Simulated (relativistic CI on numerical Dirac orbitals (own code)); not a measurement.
Computed by Dirac-Coulomb-Breit CI, orbitals from a KLI potential per configuration, model QED, unscaled Slater integrals (own radial code, finite nucleus).

The strongest absorption lines from the ground level of an ion, among the configurations computed and to levels below about 1020 eV (vacuum wavelength in nm, gf): 1.2652 (0.62), 1.2761 (0.52), 1.5608 (0.46), 1.5661 (3.8), 1.5673 (2.4), 1.5733 (0.91), 1.5873 (1.2), 1.6045 (0.7).

(1) Which ion is it?
A. Mn18+
B. Mn16+
C. Sc12+
D. V14+

Answers

(1) B. Mn16+ has 9 electrons and the ground level 2s2 2p5 2P°_3/2; the strongest line goes to 2s2 2p4 3d 2D_5/2. The pattern of lines fixes the number of electrons, and along that sequence the line energies rise steadily with the charge (about as its square where n changes within one kind of shell, about linearly where n is kept but much faster in heavy ions where fine structure, which grows about as Z⁴, sets the gap, and irregularly where shells cross), which fixes Z. Configurations outside the model, such as inner-shell arrays, can give stronger lines. At this charge energies of transitions that change n are usually good to better than 1 %, and those within a shell (Δn = 0) to a few per cent.

LS names give the leading component of a level, which can be under half, so a name can repeat, a term be missing and a line seem to break the LS rules.
